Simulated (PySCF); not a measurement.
## First hyperpolarisability: `CC(=O)c1ccc(F)[se]1`, C₆H₅FOSe

Cartesian coordinates in Å; atom numbers follow the order of the lines, from 1:
```xyz
14

C    -2.3992    0.0294    0.2913
C    -1.2711   -0.9357    0.5322
O    -1.4360   -2.1039    0.8229
C     0.0854   -0.4267    0.4093
C     0.5906    0.8094    0.1034
C     1.9962    0.8835    0.0885
C     2.5926   -0.3049    0.3866
F     3.9107   -0.4906    0.4336
Se    1.4228   -1.7059    0.7340
H    -3.3499   -0.4854    0.3987
H    -2.3425    0.8437    1.0105
H    -2.3201    0.4473   -0.7097
H    -0.0314    1.6616   -0.1099
H     2.5512    1.7778   -0.1337
```

Method used: quadratic response CAM-B3LYP/aug-cc-pVDZ first hyperpolarisability, Taylor convention, gas phase (PySCF 2.14.0). Geometry: GFN2-xTB.

The calculation is non-relativistic, which matters for the atoms heavier than Zn.

Question: What is the first hyperpolarisability, and how does it disperse?

Answer: In au, Taylor convention; the vector part is βᵢ = ⅓ Σⱼ (βᵢⱼⱼ + βⱼᵢⱼ + βⱼⱼᵢ); β∥ is 3/5 of the vector part along the dipole, the dipole points from − to +:
```csv
process,λ (nm),β vector norm,β∥,β HRS,depolarisation ratio
"static β(0;0,0)",∞,510.3,13.7,222.9,4.25
"second harmonic β(−2ω;ω,ω)",1907,564.0,16.6,245.3,4.33
"Pockels β(−ω;ω,0)",1907,527.2,14.7,–,–
"second harmonic β(−2ω;ω,ω)",1340,630.0,20.2,272.8,4.42
"Pockels β(−ω;ω,0)",1340,545.5,15.7,–,–
```

Question: Which lowest excitations, dipole and polarisabilities go with it?

Answer: S1 4.07 eV (f = 0.000); S2 4.47 eV (f = 0.157); S3 4.87 eV (f = 0.106); dipole 3.48 D; isotropic α 98.8 au static, 99.3 au at 1907 nm, 99.7 au at 1340 nm, 100.6 au at 953.5 nm, 102.7 au at 670 nm.
